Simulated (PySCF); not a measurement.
Atomic charges by several schemes

Compound: C6H8F2O.
SMILES with atom numbers: `[F:1][CH2:2][C@@H:3]1[CH2:4][O:5][CH:6]=[CH:7][C@H:8]1[F:9]` (hydrogens: H10, H11 on C2; H12 on C3; H13, H14 on C4; H15 on C6; H16 on C7; H17 on C8)

Geometry (GFN2-xTB, Å), atoms numbered from 1 in this order:
```xyz
17
C6H8F2O angstrom
F     -1.958   -0.767   -1.325
C     -1.927   -0.690    0.046
C     -0.606   -0.091    0.517
C     -0.351    1.271   -0.132
O      0.836    1.887    0.330
C      1.894    1.061    0.493
C      1.864   -0.263    0.410
C      0.580   -1.003    0.182
F      0.535   -2.120    1.002
H     -2.777   -0.068    0.346
H     -2.048   -1.710    0.425
H     -0.648    0.021    1.605
H     -0.290    1.145   -1.221
H     -1.159    1.969    0.099
H      2.796    1.618    0.697
H      2.751   -0.854    0.552
H      0.503   -1.392   -0.843
```

Density: PBE0/pcSseg-1 (PySCF); schemes: Mulliken, IAO, Hirshfeld and ESP-fitted. Geometry: GFN2-xTB, one conformer, isolated molecule.

Question: Give the atomic charges in each scheme.

Answer: In e:

```
atom                    environment  Mulliken     IAO  Hirshfeld  ESP-fitted
  F1                 alkyl fluorine    -0.342  -0.331     -0.110      -0.199
  C2                 sp3 C–F carbon    +0.239  +0.040     +0.028      -0.170
  C3                  sp3 CH carbon    -0.462  -0.158     -0.050      -0.173
  C4     sp3 carbon bound to oxygen    +0.153  -0.064     +0.008      +0.168
  O5            cyclic ether oxygen    -0.462  -0.330     -0.113      -0.379
  C6  vinylic carbon bearing oxygen    +0.221  +0.057     +0.030      +0.202
  C7               alkene CH carbon    -0.278  -0.282     -0.107      -0.701
  C8                 sp3 C–F carbon    +0.294  +0.172     +0.055      +0.667
  F9                 alkyl fluorine    -0.341  -0.335     -0.120      -0.333
 H10             methylene hydrogen    +0.109  +0.140     +0.048      +0.140
 H11             methylene hydrogen    +0.124  +0.153     +0.048      +0.140
 H12               methine hydrogen    +0.143  +0.155     +0.045      +0.127
 H13             methylene hydrogen    +0.126  +0.144     +0.039      +0.062
 H14             methylene hydrogen    +0.129  +0.158     +0.053      +0.078
 H15               vinylic hydrogen    +0.112  +0.168     +0.061      +0.133
 H16               vinylic hydrogen    +0.114  +0.169     +0.049      +0.240
 H17               methine hydrogen    +0.123  +0.145     +0.036      -0.003
```

Mean size of the charges over all atoms: ESP-fitted 0.230 e, Mulliken 0.222 e, IAO 0.176 e, Hirshfeld 0.059 e. Each set sums to the total charge, 0, to within 0.001 e. The Hirshfeld scheme weights the molecular density at each point by an atom's share of the summed free-atom densities. The IAO scheme projects the occupied orbitals on a minimal set of polarised atomic orbitals and counts the electrons in each atom's part of it.

Lowest charge. The schemes don't all agree: Mulliken C3 and O5 (-0.462); IAO F9 (-0.335); Hirshfeld F9 (-0.120); ESP-fitted C7 (-0.701).

Highest charge. The schemes don't all agree: Mulliken C8 (+0.294); IAO C8 (+0.172); Hirshfeld H15 (+0.061); ESP-fitted C8 (+0.667).

Question: How closely do the schemes follow one another over all atoms?

Answer: Correlation coefficient and root-mean-square difference: IAO with Hirshfeld 0.99, 0.132 e; Mulliken with Hirshfeld 0.91, 0.192 e; Mulliken with IAO 0.88, 0.121 e; Hirshfeld with ESP-fitted 0.81, 0.246 e; IAO with ESP-fitted 0.78, 0.188 e; Mulliken with ESP-fitted 0.76, 0.194 e.

Question: Sum the charges by element, for elements with more than one atom.

Answer: 
| element | atoms | Mulliken | IAO | Hirshfeld | ESP-fitted |
| --- | --- | --- | --- | --- | --- |
| F | 2 | -0.683 | -0.666 | -0.230 | -0.532 |
| C | 6 | +0.166 | -0.235 | -0.036 | -0.006 |
| H | 8 | +0.980 | +1.231 | +0.379 | +0.917 |

These values come from a run that also computed NMR shieldings. Hardware: an Arm Neoverse N1 with one thread, shared host with 64 logical CPUs at a one-minute load of 59. Cost: 52 s wall, 0.85 GiB resident at most.
